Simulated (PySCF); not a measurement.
In⁻ (indium, charge -1) across methods

[Kr] 4d10 5s2 5p2, high-spin 3P determinant. Calculation: PySCF 2.14, in aug-cc-pwCVQZ-PP with ECP28MDF; a scalar-relativistic core potential.

```
method  E (hartree)  mean ε 5s α (eV)  mean ε 5s β (eV)  mean ε 5p α (eV)  Σ⟨r²⟩ (bohr²)   ⟨S²⟩
   LDA    -189.8222            -4.215            -3.618             1.072          117.7  2.001
   PBE    -190.1399            -3.983            -3.305             1.123          118.9  2.002
   UHF   -189.21345            -7.051            -4.931            -0.574          102.6  2.015
  PBE0    -190.1337            -4.812            -3.800             0.718          108.8  2.003
r2SCAN    -190.2052            -4.124            -3.249             1.081          110.1  2.005
```

Energies and moments cover only the electrons outside the core potential.

The highest occupied level is positive at LDA, PBE, PBE0, r2SCAN: only the finite basis holds that electron, which in a density functional comes from self-interaction.
